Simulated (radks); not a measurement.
Trend from Zr to Cd: ionisation energy by Delta-SCF between NIST ground configurations, and size. Method: Dirac Kohn-Sham, PBE, spin-unpolarised, spherical densities, finite nucleus; open shells are shared between the two j in proportion to 2j + 1; Fermi nuclear charge, rms radius of each element as measured or else 0.836 A^(1/3) + 0.57 fm; computed with a radial shooting solver on a logarithmic mesh with Libxc functionals.

| species | configuration | configuration of the ion | IE (eV) | NIST (eV) | kind | -e(HOMO) (eV) | outermost | <r> outermost (bohr) |
|---|---|---|---|---|---|---|---|---|
| Zr | [Kr] 4d2 5s2 | [Kr] 4d2 5s1 | 7.137 | 6.634 | exp. | 3.548 (4d5/2) | 5s1/2 | 3.73 |
| Nb | [Kr] 4d4 5s1 | [Kr] 4d4 | 6.638 | 6.759 | exp. | 2.980 (4d5/2) | 5s1/2 | 3.73 |
| Mo | [Kr] 4d5 5s1 | [Kr] 4d5 | 6.891 | 7.092 | exp. | 3.673 (4d5/2) | 5s1/2 | 3.60 |
| Tc | [Kr] 4d5 5s2 | [Kr] 4d5 5s1 | 8.154 | 7.119 | exp. | 5.043 (5s1/2) | 5s1/2 | 3.30 |
| Ru | [Kr] 4d7 5s1 | [Kr] 4d7 | 7.294 | 7.361 | exp. | 4.240 (5s1/2) | 5s1/2 | 3.39 |
| Rh | [Kr] 4d8 5s1 | [Kr] 4d8 | 7.462 | 7.459 | exp. | 4.301 (5s1/2) | 5s1/2 | 3.31 |
| Pd | [Kr] 4d10 | [Kr] 4d9 | 9.120 | 8.337 | exp. | 3.881 (4d5/2) | 4d5/2 | 1.61 |
| Ag | [Kr] 4d10 5s1 | [Kr] 4d10 | 7.759 | 7.576 | exp. | 4.406 (5s1/2) | 5s1/2 | 3.17 |
| Cd | [Kr] 4d10 5s2 | [Kr] 4d10 5s1 | 9.274 | 8.994 | exp. | 5.660 (5s1/2) | 5s1/2 | 2.90 |

Reference values: NIST Atomic Spectra Database (exp. = measured, semi-emp. = semi-empirical, theory = theoretical value adopted there). Spin polarisation and multiplet splitting are left out, so open shells lie too high by an amount that depends on their filling. Sharing an open shell by 2j + 1 raises it above the true ground level by a part of the spin-orbit splitting, which enters the differences from NIST.

Beside tabulated values, note that spin-unpolarised runs miss the spin-polarisation part of the exchange energy of open shells.
